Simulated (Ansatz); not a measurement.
input.yaml

```yaml
crystal:
  periodic: [false, false, false]
  atoms:
    - { symbol: Sn, position_ang: [-1.134816, -0.916254, -0.791423] }
    - { symbol: "N", position_ang: [1.63362, 0.268045, 0.776954] }
    - { symbol: H, position_ang: [0.296596, -1.346708, -1.619576] }
    - { symbol: H, position_ang: [-1.255153, -1.553907, 0.784359] }
    - { symbol: H, position_ang: [-2.486961, -1.416059, -1.730482] }
    - { symbol: H, position_ang: [1.269508, 1.103889, 0.315938] }
    - { symbol: Se, position_ang: [-1.312244, 1.658488, -0.648208] }
    - { symbol: H, position_ang: [2.53919, 0.074862, 0.348584] }
    - { symbol: H, position_ang: [1.825478, 0.524364, 1.744982] }
    - { symbol: H, position_ang: [-1.375217, 1.603279, 0.818971] }
basis:
  gaussian: { orbitals: def2-SVP }
hamiltonian:
  xc: pbe0
  dispersion: d4
relax:
  f_tol: 0.03
  max_steps: 50
```

Run as:

```bash
$ ansatz run input.yaml --threads 2 --pin off --max-ram 3072MiB --backend cpu --events-out ev --progress --plain --runs-dir out
```

Hardware: 2 threads of AMD EPYC 9R14 (Zen 4), on a shared host.

Problem. Roughly how long does this run take, and how much memory?

Solution. 68 s, with a peak of 0.28 GiB, for 28 ionic steps.
